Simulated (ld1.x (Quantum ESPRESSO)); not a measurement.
# Ag (Z = 47): one change to a TM potential, before and after

silver, norm-conserving Troullier–Martins (Kleinman–Bylander form), made with ld1.x (Quantum ESPRESSO) 7.5 (PBE, scalar-relativistic). Core [Kr], reference 4d9.5 5s0 5p0 (charge +1.5). Waves: 5s (bound, empty): rc 1.90 bohr; 5p (bound, empty): rc 2.20 bohr; 4d (bound): rc 1.55 bohr. Local part: all-electron potential smoothed inside 1.75 bohr (lloc = -1). Core correction: none.

Change: wave 4d (bound): rc 1.55 bohr becomes 4d (bound): rc 2.04 bohr.

Cutoffs: the cutoffs (Ry, on a coarse ladder) from which the occupation-weighted sum of valence levels, in a spherical-Bessel basis at the reference potential, stays within 10 and 1 mRy of its value at 400 Ry; they do not see the model core or the augmentation charge, which bear on the density cutoff. Errors are all-electron minus pseudo energies relative to the spin-unpolarised reference configuration.

Question: Predict the effect on cutoff, ghosts and configuration errors.

Answer: The potential gets softer (70 Ry and 110 Ry → 50 Ry and 90 Ry); both files keep a bound ghost (s); of the 7 tests that both files solve, the error grows in 1 and shrinks in 2 by more than 15 % and 0.3 meV (median size 16.5 → 22.7 meV). A larger radius leaves more room for a smooth pseudo-wave, so fewer plane waves are needed.

```tsv
quantity	base	changed
cutoff, loose	70 Ry	50 Ry
cutoff, tight	110 Ry	90 Ry
bound ghosts	s	s
error for 4d10 5s1 5p0, meV [ΔE -17.16 eV]	+36	+34
error for 4d10 5s0 5p0, meV [ΔE -9.40 eV]	-4.0	-4.2
error for 4d9 5s0 5p0, meV [ΔE 12.71 eV]	-10	-9.6
error for 4d9 5s1 5p0, meV [ΔE -4.00 eV]	-17	-8.9
error for 4d10 5s0 5p1, meV [ΔE -13.29 eV]	+27	+26
error for 4d9 5s2 5p0, meV [ΔE -13.08 eV]	+8.2	+23
error for 4d7 5s0 5p0, meV [ΔE 100.62 eV]	-477	-382
s: phases at 2.41 bohr within 0.05 rad from the reference energy up to (Ry; the scan ends near 5)	3.6	3.6
p: phases at 2.41 bohr within 0.05 rad from the reference energy up to (Ry; the scan ends near 5)	-0.4	-0.4
d: phases at 2.41 bohr within 0.05 rad from the reference energy up to (Ry; the scan ends near 5)	1.3	1.0
```

Base: These tests converged, but a pseudo level misses the all-electron one widely, so the file describes the atom poorly there or has found another state: 4d7 5s0 5p0: empty 5p by 4.8 eV (a node warning on the way). Changed file: These tests converged, but a pseudo level misses the all-electron one widely, so the file describes the atom poorly there or has found another state: 4d7 5s0 5p0: empty 5p by 4.8 eV (a node warning on the way). A true bound ghost makes a file unfit for plane-wave use even where its test errors are small: the radial tests pick states by their node count and pass the ghost by.
